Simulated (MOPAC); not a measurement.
MOPAC input (PM3):

```
PM3 1SCF GEO-OK AUX(PRECISION=9) THREADS=1
HgI2

Hg    0.00000000 1    0.00000000 1    0.00000000 1
I    -0.00000000 1   -0.00000000 1   -2.61159500 1
I     0.00000000 1    0.00000000 1    2.61159500 1
```

Output:

```
 *******************************************************************************
 **                                                                           **
 **                              MOPAC v23.2.5                                **
 **                                                                           **
 *******************************************************************************
 ** MOPAC's Digital Object Identifier: https://doi.org/10.5281/zenodo.6511958 **
 **                                                                           **
 ** Please cite the open-source release paper for use of this MOPAC version:  **
 ** J. E. Moussa and J. J. P. Stewart (2026)                                  **
 ** MOPAC: An open-source semiempirical molecular orbital program             **
 ** J. Open Source Softw., 11(119), 8025, https://doi.org/10.21105/joss.08025 **
 *******************************************************************************

                              PM3 CALCULATION RESULTS

 *******************************************************************************
 *  PM3        - The PM3 Hamiltonian to be used
 *  GEO-OK     - OVERRIDE INTERATOMIC DISTANCE AND OTHER SAFETY CHECKS
 *  1SCF       - DO 1 SCF AND THEN STOP
 *  AUX        - OUTPUT AUXILIARY INFORMATION
 *******************************************************************************
PM3 1SCF GEO-OK AUX(PRECISION=9) THREADS=1
 HgI2

   ATOM   CHEMICAL          X               Y               Z
  NUMBER   SYMBOL      (ANGSTROMS)     (ANGSTROMS)     (ANGSTROMS)

     1      Hg          0.00000000  *   0.00000000  *   0.00000000  *
     2       I         -0.00000000  *  -0.00000000  *  -2.61159500  *
     3       I          0.00000000  *   0.00000000  *   2.61159500  *

          CARTESIAN COORDINATES

    NO.       ATOM           X           Y           Z

     1        Hg          0.0000      0.0000      0.0000
     2         I         -0.0000     -0.0000     -2.6116
     3         I          0.0000      0.0000      2.6116

  I: (PM3): J. J. P. STEWART, J. COMP. CHEM. 10, 209 (1989).
 Hg: (PM3): J. J. P. STEWART, J. COMP. CHEM. 12, 320-341 (1991).

           Empirical Formula: Hg I2  =     3 atoms

      MOLECULAR POINT GROUP   :   D*h

      RHF CALCULATION, NO. OF DOUBLY OCCUPIED LEVELS = 8

 -------------------------------------------------------------------------------
 PM3 1SCF GEO-OK AUX(PRECISION=9) THREADS=1
 HgI2

     1SCF WAS SPECIFIED, SO BFGS WAS NOT USED
     SCF FIELD WAS ACHIEVED

                              PM3 CALCULATION
                                                       MOPAC v23.2.5 Linux

          FINAL HEAT OF FORMATION =         -1.03445 KCAL/MOL =      -4.32813 KJ/MOL

          COSMO AREA              =        135.49 SQUARE ANGSTROMS
          COSMO VOLUME            =        119.07 CUBIC ANGSTROMS

          IONIZATION POTENTIAL    =          9.858866 EV
          HOMO LUMO ENERGIES (EV) =         -9.859 -3.844
          NO. OF FILLED LEVELS    =          8
          MOLECULAR WEIGHT        =        454.3990         POINT GROUP:  D*h

          MOLECULAR DIMENSIONS (Angstroms)

            Atom       Atom       Distance
            I     3    I     2     5.22319
            I     3    I     2     0.00000
           Hg     1    I     2     0.00000

          SCF CALCULATIONS        =          1

   ATOM   CHEMICAL          X               Y               Z
  NUMBER   SYMBOL      (ANGSTROMS)     (ANGSTROMS)     (ANGSTROMS)

     1      Hg          0.00000000  *   0.00000000  *   0.00000000  *
     2       I         -0.00000000  *  -0.00000000  *  -2.61159500  *
     3       I          0.00000000  *   0.00000000  *   2.61159500  *

                             CARTESIAN COORDINATES

   1   Hg        0.000000000     0.000000000     0.000000000
   2    I       -0.000000000    -0.000000000    -2.611595000
   3    I        0.000000000     0.000000000     2.611595000

           Empirical Formula: Hg I2  =     3 atoms

      MOLECULAR POINT GROUP   :   D*h

                  EIGENVALUES
 -15.62416 -15.35894 -14.63951 -14.63951 -14.59482 -14.59482 -11.58101  -9.85887
  -3.84383  -1.44862   0.42254   0.42254

              NET ATOMIC CHARGES AND DIPOLE CONTRIBUTIONS

  ATOM NO.   TYPE          CHARGE      No. of ELECS.   s-Pop       p-Pop
    1         Hg           0.532298        1.4677     1.05481     0.41289
    2          I          -0.266149        7.2661     1.39093     5.87522
    3          I          -0.266149        7.2661     1.39093     5.87522
 DIPOLE           X         Y         Z       TOTAL
 POINT-CHG.     0.000     0.000     0.000     0.000
 HYBRID         0.000     0.000    -0.000     0.000
 SUM            0.000     0.000     0.000     0.000

          ATOMIC ORBITAL ELECTRON POPULATIONS

     Atom    s        px        py        pz
    1 Hg   1.05481   0.00712   0.00712   0.39864
    2  I   1.39093   1.99644   1.99644   1.88235
    3  I   1.39093   1.99644   1.99644   1.88235

 **********************
 *                    *
 * JOB ENDED NORMALLY *
 *                    *
 **********************

 == MOPAC DONE ==
```

The geometry given is a B3LYP-D3(BJ)/def2-TZVP minimum.
